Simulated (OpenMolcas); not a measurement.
An OpenMolcas run meant for Ne II (ANO-L-VDZP, non-relativistic; inactive shells 1s 2s; intended active space 5 electrons in 3 orbitals (2p)). One step of its input:

```
&CASPT2
Multistate=3 1 2 3
Frozen=0 0
IPEA=0.25
Imaginary=0.1
MaxIter=60
WThr=0.0 0.3 0.05
PrWF=0.5
NoMix
Shift=0.2
Sig2=0.3
```

Lines from the output:

```
|
   -----------------------------------------------------------------------------------------
++ ---------   Input file   ---------
>>> COPY JOB001 $Project.JobIph
&CASPT2
Multistate=3 1 2 3
Frozen=0 0
IPEA=0.25
Imaginary=0.1
MaxIter=60
WThr=0.0 0.3 0.05
PrWF=0.5
NoMix
Shift=0.2
Sig2=0.3
-- ----------------------------------
>>> COPY JOB001 a.JobIph
*** symbolic link created: INPORB -> a.RasOrb
--- Start Module: caspt2 at  ---
()()()()()()()()()()()()()()()()()()()()()()()()()()()()()()()()()()()()()()()()()()()()()()()()()()
                                              &CASPT2
                                   only a single process is used
                       available to each process: 2.3 GB of memory, 1 thread
()()()()()()()()()()()()()()()()()()()()()()()()()()()()()()()()()()()()()()()()()()()()()()()()()()
 ###    ERROR: More than one intruder-state removal technique                ###
 ###    active: SHIFt/IMAGinary/SIG1/SIG2 are mutually exclusive!            ###
--- Stop Module: caspt2 at  /rc=_RC_INPUT_ERROR_ ---
.####################.
.# User input error #.
.####################.
```

Problem. What is wrong with the input?

Solution. More than one intruder-state remedy is switched on.
